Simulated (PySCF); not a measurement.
**Manganese: a sound run and one with changed settings**

Sound run: Mn [Ar] 3d5 4s2, Mn⁺ [Ar] 3d5 4s1. Calculation: PySCF 2.14, in cc-pVDZ-DK (6s5p3d1f, 43 functions); scalar relativity by spin-free X2C-1e. In the sound run the correlated levels freeze [Ar]. The sound run starts from symmetry-adapted Hartree-Fock orbitals and uses a fine grid where one is needed.

Changed run: basis STO-3G, all-electron and non-relativistic. This setting is unsound on purpose.

| species | method | sound run (hartree) | changed run (hartree) | converged |
| --- | --- | --- | --- | --- |
| Mn | UHF | -1157.38234 | -1137.64844 | yes |
| Mn | M06-L | -1158.48793 | -1138.55905 | yes |
| Mn | LDA | -1156.10700 | -1136.05271 | yes |
| Mn | MP2 | -1157.48299 | -1137.66872 | yes |
| Mn⁺ | UHF | -1157.16068 | -1137.50099 | yes |
| Mn⁺ | M06-L | -1158.20802 | -1138.34404 | yes |
| Mn⁺ | LDA | -1155.82888 | -1135.84487 | yes |
| Mn⁺ | MP2 | -1157.22907 | -1137.50111 | yes |

Ionisation energy of Mn:

| method | sound run (eV) | changed run (eV) |
| --- | --- | --- |
| UHF | 6.032 | 4.012 |
| M06-L | 7.617 | 5.851 |
| LDA | 7.568 | 5.656 |
| MP2 | 6.909 | 4.561 |
| SCS-MP2 | 7.093 | 4.670 |

A minimal basis cannot let orbitals breathe on ionisation and holds almost no correlation. The Hamiltonian changed with the basis, so the totals do not compare.

For comparison, NIST gives 7.434 eV between the lowest levels.
